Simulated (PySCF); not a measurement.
A structure optimised at PBE-D3(BJ)/def2-SVP, used in a PySCF frequency run:

```xyz
14

S      0.0000    -3.1952     0.0824
C      0.0000    -1.4202    -0.0034
C      0.0000    -0.7003    -1.2149
C      0.0000     0.7003    -1.2149
C      0.0000     1.4202    -0.0034
S      0.0000     3.1952     0.0824
C      0.0000     0.6990     1.2101
C      0.0000    -0.6990     1.2101
H      0.0000    -3.4104    -1.2615
H      0.0000    -1.2353    -2.1771
H      0.0000     1.2353    -2.1771
H      0.0000     3.4104    -1.2615
H      0.0000     1.2385     2.1696
H      0.0000    -1.2385     2.1696
```
Charge 0, spin multiplicity 1.

**Question.** Write its SMILES, formula and point group.

**Answer.** Sc1ccc(S)cc1, C6H6S2, C2v

**Question.** What are its rotational constants (standard atomic weights)?

**Answer.** 5.4179, 0.66829, 0.59491 GHz
